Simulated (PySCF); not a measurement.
## Charge on either side of a bond

Compound: C₄H₇O₃S (charge -1).
SMILES with atom numbers: `[CH3:1][CH2:2]/[CH:3]=[CH:4]/[S:5](=[O:6])(=[O:7])[O-:8]` (hydrogens: H9, H10, H11 on C1; H12, H13 on C2; H14 on C3; H15 on C4)

Geometry (GFN2-xTB, Å), atoms numbered from 1 in this order:
```xyz
15
C4H7O3S angstrom
C     -2.0855    0.6343    0.1601
C     -1.4294   -0.7338    0.0211
C      0.0726   -0.6837   -0.0820
C      0.8667    0.3542    0.0378
S      2.6526    0.1196   -0.1486
O      2.9974    0.9693   -1.2906
O      3.2079    0.5875    1.1230
O      2.8441   -1.3096   -0.3918
H     -1.7436    1.1273    1.0666
H     -1.8245    1.2601   -0.6899
H     -3.1706    0.5395    0.2033
H     -1.6967   -1.3573    0.8820
H     -1.8226   -1.2360   -0.8695
H      0.5579   -1.6327   -0.2739
H      0.5691    1.3692    0.2305
```

Atomic charges (e) from the PBE0/pcSseg-1 density (PySCF):

```json
{"atom": "C1", "Mulliken": "-0.2928", "IAO": "-0.4168", "Hirshfeld": "-0.1238", "ESP-fitted": "-0.3009"}
{"atom": "C2", "Mulliken": "-0.2071", "IAO": "-0.2535", "Hirshfeld": "-0.0697", "ESP-fitted": "+0.2578"}
{"atom": "C3", "Mulliken": "-0.1578", "IAO": "-0.1661", "Hirshfeld": "-0.0676", "ESP-fitted": "-0.0898"}
{"atom": "C4", "Mulliken": "-0.3735", "IAO": "-0.4068", "Hirshfeld": "-0.0966", "ESP-fitted": "-0.4439"}
{"atom": "S5", "Mulliken": "+1.2219", "IAO": "+2.2061", "Hirshfeld": "+0.4280", "ESP-fitted": "+1.2048"}
{"atom": "O6", "Mulliken": "-0.6469", "IAO": "-0.9723", "Hirshfeld": "-0.4380", "ESP-fitted": "-0.6714"}
{"atom": "O7", "Mulliken": "-0.6473", "IAO": "-0.9726", "Hirshfeld": "-0.4381", "ESP-fitted": "-0.6718"}
{"atom": "O8", "Mulliken": "-0.6400", "IAO": "-0.9742", "Hirshfeld": "-0.4102", "ESP-fitted": "-0.6533"}
{"atom": "H9", "Mulliken": "+0.1139", "IAO": "+0.1373", "Hirshfeld": "+0.0352", "ESP-fitted": "+0.0743"}
{"atom": "H10", "Mulliken": "+0.1150", "IAO": "+0.1393", "Hirshfeld": "+0.0353", "ESP-fitted": "+0.0747"}
{"atom": "H11", "Mulliken": "+0.0914", "IAO": "+0.1223", "Hirshfeld": "+0.0261", "ESP-fitted": "+0.0372"}
{"atom": "H12", "Mulliken": "+0.1122", "IAO": "+0.1299", "Hirshfeld": "+0.0310", "ESP-fitted": "-0.0418"}
{"atom": "H13", "Mulliken": "+0.1086", "IAO": "+0.1285", "Hirshfeld": "+0.0308", "ESP-fitted": "-0.0421"}
{"atom": "H14", "Mulliken": "+0.1126", "IAO": "+0.1570", "Hirshfeld": "+0.0233", "ESP-fitted": "+0.0743"}
{"atom": "H15", "Mulliken": "+0.0897", "IAO": "+0.1419", "Hirshfeld": "+0.0342", "ESP-fitted": "+0.1920"}
```

Cut each of the bonds C1–C2, C2–C3, C4–C3 and S5–C4 in turn and sum the charges on the side of the atom named first.

In e; the other side holds the total charge, -1, less this:

| bond cut | piece | atoms | Mulliken | IAO | Hirshfeld | ESP-fitted |
| --- | --- | --- | --- | --- | --- | --- |
| C1–C2 | CH3 | 4 | +0.027 | -0.018 | -0.027 | -0.115 |
| C2–C3 | C2H5 | 7 | +0.041 | -0.013 | -0.035 | +0.059 |
| C4–C3 | CHO3S | 6 | -0.996 | -0.978 | -0.921 | -1.044 |
| S5–C4 | SO3 | 4 | -0.712 | -0.713 | -0.858 | -0.792 |

Extremes among these pieces. Mulliken: lowest CHO3S at C4, highest C2H5 at C2; IAO: lowest CHO3S at C4, highest C2H5 at C2; Hirshfeld: lowest CHO3S at C4, highest CH3 at C1; ESP-fitted: lowest CHO3S at C4, highest C2H5 at C2.

Do the schemes agree better on the pieces than on the single atoms at the cuts?

The spread between schemes averages 0.126 e for the pieces and 0.732 e for the atoms named first; it is smaller for the piece at 4 of the 4 cuts. On average they agree better on the pieces. The sign differs between schemes (beyond ±0.03 e) for C2H5 at C2.

Isolated species at its GFN2-xTB geometry (one conformer only). The pcSseg-1 basis has no diffuse functions, a weakness for an anion.
